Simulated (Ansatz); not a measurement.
**Energy profile**

The step: CH₆Ge ([CH3][GeH3]) + HCl → GeH₃Cl ([Cl][GeH3]) + CH₄; bonds formed: Ge1–Cl7, C2–H6; bonds broken: Ge1–C2, H6–Cl7 (atoms numbered as in the saddle structure below).

| atom | x (Å) | y (Å) | z (Å) |
| --- | --- | --- | --- |
| Ge1 | -0.4010 | 0.4015 | -0.9999 |
| C2 | 0.3768 | -0.8078 | 0.7282 |
| H3 | -1.8407 | 0.8566 | -0.8164 |
| H4 | 0.6633 | 1.2688 | -1.6548 |
| H5 | -0.4205 | -0.9702 | -1.7326 |
| H6 | 0.1993 | 0.4225 | 0.8029 |
| Cl7 | -0.0215 | 2.1900 | 1.0125 |
| H8 | -0.4777 | -1.4810 | 0.7303 |
| H9 | 1.2182 | -1.2019 | 0.1622 |
| H10 | 0.7038 | -0.6784 | 1.7678 |

Electronic energies by CCSD(T) at an estimated basis limit (MP2 extrapolated from triple and quadruple zeta, plus CCSD(T) − MP2 in triple zeta), on PBE0-D4/def2-TZVP structures; CH$_{7}$ClGe, singlet; no counterpoise correction. Computed with Ansatz 0.2.0 (basis: def2-TZVPP and def2-QZVPP); correlated methods freeze the cores. Filled d shells of the heavier atoms are correlated. The def2 sets are not built for correlating such inner shells, so the correlated values are less sure here. Extrapolation: Hartree–Fock as exp(−7.88 √X), correlation as X^−2.97.

(1) Give the profile in eV, counted from the separated reactants. (An estimate is asked for; the value comes from the calculation.)

T1 diagnostic: at most 0.011. The end structure is not quite a true minimum (one mode of 26i cm⁻¹).

Answers

(1) The calculation gives:
```tsv
point	eV
separated: CH$_{6}$Ge (linked as [CH3][GeH3]; Ge1, C2, H3, H4, H5, H8, H9, H10; singlet) + HCl (H6, Cl7; singlet)	0.000
start structure	-0.075
saddle	1.824
end structure	-0.935
separated: GeH$_{3}$Cl (linked as [Cl][GeH3]; Ge1, H3, H4, H5, Cl7; singlet) + CH$_{4}$ (C2, H6, H8, H9, H10; singlet)	-0.891
```

For scale, one of the runs: CCSD(T)/def2-TZVPP, 219 basis functions (an equivalent command: `ansatz run in.yaml --threads 4`). The run took 72 s on 4 CPU threads (shared host), with 3.2 GiB of host memory at its peak.
